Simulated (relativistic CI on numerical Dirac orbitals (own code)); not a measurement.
What each ingredient does to the levels of Br13+

Base calculation: Dirac-Coulomb-Breit CI, separate exchange-only KLI orbitals for each configuration, QED by a radiative potential, unscaled Slater integrals.

Configurations in the expansion (outside the closed core [Ne]): 3s2.3p6.3d4, 3s2.3p5.3d5, 3s.3p6.3d5, 3s2.3p6.3d3.4s, 3s2.3p6.3d3.4p, 3s2.3p6.3d3.4d, 3s2.3p6.3d3.4f, 3s2.3p6.3d2.4s.4p, 3s2.3p5.3d4.4s, 3s2.3p6.3d3.5s, 3s2.3p6.3d3.5p, 3s2.3p5.3d4.4p, 3s2.3p6.3d3.5d, 3s2.3p6.3d2.4p.4d, 3s2.3p6.3d3.5g, 3s.3p6.3d4.4s, 3s2.3p6.3d3.6s, 3s2.3p6.3d3.6d, 3s2.3p6.3d3.6g, 3p6.3d6, 3p5.3d7, 3s2.3p6.3d2.4s2, 3s2.3p6.3d.4s2.4p, 3s2.3p6.3d.4s2.4d, 3s2.3p6.3d.4s2.4f, 3s2.3p6.3d2.4p2, 3s2.3p6.3d.4s.4p2, 3s2.3p6.3d.4p3, 3s2.3p6.3d.4p2.4d, 3s2.3p6.3d.4p2.4f, 3s2.3p6.3d2.4s.4d, 3s2.3p6.3d.4s.4p.4d, 3s2.3p6.3d.4s.4d2, 3s2.3p6.3d.4s.4d.4f, 3s2.3p6.3d2.4d2, 3s2.3p6.3d.4p.4d2, 3s2.3p6.3d.4d3, 3s2.3p6.3d.4d2.4f, 3s.3p6.3d3.4s2, 3s.3p6.3d2.4s2.4p, 3s.3p6.3d2.4s2.4d, 3s.3p6.3d2.4s2.4f, 3p6.3d5.4s, 3p5.3d6.4s. Double excitations out of closed p, d and f shells are left out; levels of such configurations are missing from the list, as are those of other unlisted configurations, and high levels can miss mixing partners. These lack a partner that the ground configuration has and come out too high: 3s2.3p5.3d4.4p.

Variants: (1) valence Slater integrals scaled by 0.9; (2) only the first 3 configurations; (3) one mean potential for all configurations. Shifts of the energy above 3s2.3p6.3d4 5D_0, in cm⁻¹, for the lowest level and the first level of each name with at least 55 % of one term (blank where a level changes its place among those of its configuration and J or its character, or is not in the variant):

```tsv
Level	Base	Δ(1)	Δ(2)	Δ(3)
3s2.3p6.3d4 5D_0	0.0	0.0	0.0	0.0
3s2.3p6.3d4 5D_1	1764.5	+107.3	+0.2	+3.3
3s2.3p6.3d4 5D_2	4567.6	+175.9	+5.1	+7.3
3s2.3p6.3d4 5D_3	7927.3	+172.2	+15.9	+11.1
3s2.3p6.3d4 5D_4	11582.3	+98.0	+33.9	+14.4
3s2.3p6.3d4 3P_0	52405.5	-5325.2	+194.1	-44.2
3s2.3p6.3d4 3H_4	56087.0	-5446.6	-641.8	-30.5
3s2.3p6.3d4 3H_5	60250.9	-5277.0	-692.3	-22.9
3s2.3p6.3d4 3P_1	61268.9	-5302.5	+172.4	-36.4
3s2.3p6.3d4 3H_6	63134.4	-5310.0	-716.5	-19.0
3s2.3p6.3d4 3F_3	64168.1	-5796.9	-301.6	-33.2
3s2.3p6.3d4 3F_2	65448.4	-5695.7	-173.1	-32.6
3s2.3p6.3d4 3F_4	66992.8	-5499.8	-339.9	-25.9
3s2.3p6.3d4 3P_2	72276.1	-5567.5	+134.5	-29.5
```

At this charge energies of transitions that change n are usually good to better than 1 %, and those within a shell (Δn = 0) to a few per cent. Terms inside the open d or f shell come out 10 to 20 % too wide with unscaled integrals.

Ionisation energy from the two ground configurations alone: base 435.289 eV; valence Slater integrals scaled by 0.9 434.974 eV. The NIST ASD value (theoretical) is 436 eV.

LS names give the leading component of a level, which can be under half, so a name can repeat, a term be missing and a line seem to break the LS rules.
